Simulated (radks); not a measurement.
Values are calculated unless marked as measured or tabulated.
Problem. Radial electron density D(r) = 4 pi r^2 rho(r) of an atom or ion with 38 electrons. Level of theory: scalar-relativistic Kohn-Sham, PBE, spin-unpolarised, spherical densities, point nucleus (a radial shooting solver on a logarithmic mesh with Libxc functionals).

r (bohr),D(r) (e/bohr)
0.003711,5.914
0.00499,9.477
0.006708,14.69
0.009019,21.77
0.01213,30.40
0.0163,39.25
0.02192,45.82
0.02947,47.40
0.03962,43.75
0.05327,39.74
0.07162,42.81
0.09629,52.95
0.1295,57.27
0.1741,46.25
0.234,34.02
0.3146,37.23
0.423,41.04
0.5687,28.20
0.7646,12.65
1.028,7.843
1.382,6.893
1.858,3.917
2.498,1.432
3.359,0.6638
4.516,0.4478
6.072,0.2005
8.163,0.04716
10.97,0.005732
14.76,0.0003881

What is the nuclear charge?

Solution. Z = 38. The innermost maximum, from 1s, lies near gamma/Z bohr with gamma = sqrt(1 - (Z/c)^2) = 0.961, here 0.0253 bohr (found: 0.0274), and its height grows with Z. The density is that of neutral strontium in [Kr] 4d0.5 5s1.5; the configuration itself is not fixed sharply by these data, and Z only to a few units. D(r) has 3 maxima, at r = 0.0274, 0.122, 0.397 bohr, and minima at 0.0563, 0.254 bohr, inside which lie 2.06, 11.06 electrons.
